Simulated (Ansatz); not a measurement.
Basis-set extrapolation for CH$_{4}$F$_{2}$OSi$_{2}$, SMILES `O=C[Si](F)(F)[SiH3]` (PBE0-D4/def2-TZVP geometry, frozen core, the Gaussian-basis code of Ansatz). Multiplicity 1, RHF reference.

```json
{"": "HF", "def2-TZVPP": "-892.077574", "def2-QZVPP": "-892.110673"}
{"": "MP2 correlation", "def2-TZVPP": "-1.114971", "def2-QZVPP": "-1.211334"}
{"": "CCSD(T) correlation", "def2-TZVPP": "-1.191401", "def2-QZVPP": "not run"}
```

Energies in hartree. Use E(X) = E(∞) + A·exp(−7.88·√X) for Hartree–Fock and E(X) = E(∞) + B·X^(−2.97) for correlation, with X = 3 and 4, and add CCSD(T) minus MP2 of the smaller set to the MP2 limit.

Question: What is the CCSD(T) energy at the basis-set limit?

Answer: HF limit: -892.110673 + (-0.033099) × 0.13774 = -892.11523. MP2 limit: -1.211334 + (-0.096363) × 0.74074 = -1.28271. Higher-order term: -1.191401 − (-1.114971) = -0.07643. Total: -893.47437 hartree, 5.59 eV below CCSD(T)/def2-TZVPP.
